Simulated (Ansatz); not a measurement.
# Ligand exchange: CH3F + GeH2(GeH3)(OH) → CH4O + GeH2(GeH3)F

Species: CH3F `CF`, singlet; GeH2(GeH3)(OH), singlet; CH4O (methanol) `CO`, singlet; GeH2(GeH3)F, singlet. The partners trade F for OH: C–F and Ge–OH bonds give way to C–OH and Ge–F.

Shapes, held fixed at every level: PBE0-D4/def2-TZVP. Flexible molecules stand in one conformer, not always the lowest. Programs: Ansatz 0.2.0. The zero-point and thermal change to 298 K, harmonic and unscaled (PBE0-D4/def2-TZVP), is +1.6 kJ/mol.

```csv
level,kind,ΔH(298 K) (kJ/mol),less CCSD(T)/def2-TZVPP
HF/def2-TZVPP,Hartree–Fock,-30.9,-4.4
SPW92/def2-TZVPP,LDA,-27.8,-1.3
PBE0-D4/def2-TZVPP,global hybrid,-28.7,-2.2
wB97X-V/def2-TZVPP,range-separated hybrid,-29.9,-3.4
CCSD(T)/def2-SVP,coupled cluster or CI,-33.3,-6.8
CCSD/def2-SVP,coupled cluster or CI,-34.1,-7.6
CCSD/def2-TZVPP,coupled cluster or CI,-27.5,-1.0
CCSD(T)/def2-TZVPP,coupled cluster or CI,-26.5,0.0
```

The highest level, CCSD(T)/def2-TZVPP, gives ΔH(298 K) = -26.5 kJ/mol; the levels span -34.1 to -26.5. The column of differences is taken from that level and isn't an error. No measured value is set beside it here. Relativity is left out for Ge. Outer-core shells of Ge are correlated in most correlated rows, in sets that cover them unevenly.
